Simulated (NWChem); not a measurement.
Molecule: C₂H₇FOSi; SMILES [Si@H](OC)(F)C

```xyz
12

C     -0.0504     2.0387     0.4943
O      0.0967     1.1332    -0.5648
Si     0.0872    -0.5132    -0.4657
C     -1.4414    -1.1814     0.3523
F      1.3583    -0.9950     0.4321
H      0.7595     1.9357     1.2374
H     -1.0163     1.9153     1.0175
H     -0.0146     3.0621     0.0915
H      0.2912    -1.0006    -1.8495
H     -1.4136    -2.2818     0.3781
H     -2.3462    -0.8746    -0.1950
H     -1.5286    -0.8253     1.3907
```
Atoms are numbered in this order, from 1.

All runs: NWChem. Structure relaxed at the PBE0/def2-SVP level. No frequency run checked for a minimum. Total energies compare along this basis series because the functional is fixed.

| level | basis functions | energy (Ha) | highest occupied level (eV) | orbital gap (eV) | dipole (D) |
|---|---|---|---|---|---|
| Hartree-Fock/def2-SVP | 109 | -542.8677 | -12.14 | 16.52 | 2.22 |
| Hartree-Fock/def2-SVPD | 166 | -542.8865 | -12.18 | ? | ? |
| Hartree-Fock/def2-TZVP | 203 | -543.2882 | -12.13 | 15.66 | 2.10 |
| Hartree-Fock/def2-TZVPP | 264 | -543.2907 | -12.13 | 15.67 | 2.09 |

Problem. Complete the blanks.

Solution. 
- Hartree-Fock/def2-SVPD, orbital gap (eV): 14.62
- Hartree-Fock/def2-SVPD, dipole (D): 2.16
